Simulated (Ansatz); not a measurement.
Frontier orbitals of B₂Br₂Cl₂H₂ (`Cl[B@H-]1[Br+][B@H-](Cl)[Br+]1`).

Z-matrix (Å, degrees):
```
B
Br 1 2.126
Br 1 2.126 2 94.4
Cl 1 1.764 2 112.2 3 -116.2
H 1 1.185 2 107.8 3 110.3
B 2 2.125 1 83.7 3 14.8
Cl 6 1.760 2 112.7 1 -131.7
H 6 1.185 2 107.1 1 94.6
```

The species carries charge 0 and has multiplicity 1. Correlated methods include outer-core shells of Br, which these sets cover unevenly. Scalar relativity is left out up to krypton. The structure was optimised at the PBE0-D4/def2-TZVP level. Basis def2-TZVPP, Ansatz 0.2.0.

| functional | HOMO (eV) | LUMO (eV) | gap (eV) |
| --- | --- | --- | --- |
| PBE | -7.27 | -2.47 | 4.80 |
| revPBE | -7.22 | -2.37 | 4.85 |
| r2SCAN | -7.61 | -2.30 | 5.31 |
| B97M-V | -7.69 | -2.24 | 5.45 |
| PBE0 | -8.58 | -1.60 | 6.98 |
| r2SCAN0 | -8.80 | -1.50 | 7.30 |
| HSE06 (plane-wave form) | -8.18 | -1.98 | 6.20 |
| BHLYP | -9.79 | -0.59 | 9.20 |
| CAM-B3LYP | -9.92 | -0.49 | 9.43 |
| ωB97M-V | -10.76 | 0.43 | 11.19 |

Against PBE, PBE0 changes HOMO and LUMO by −1.31 and +0.87 eV, ωB97M-V by −3.50 and +2.90 eV. A gap of 4.80 eV thus becomes 11.19 eV for the same molecule, so an orbital gap means little without its functional. A positive LUMO is unbound and depends on the basis.
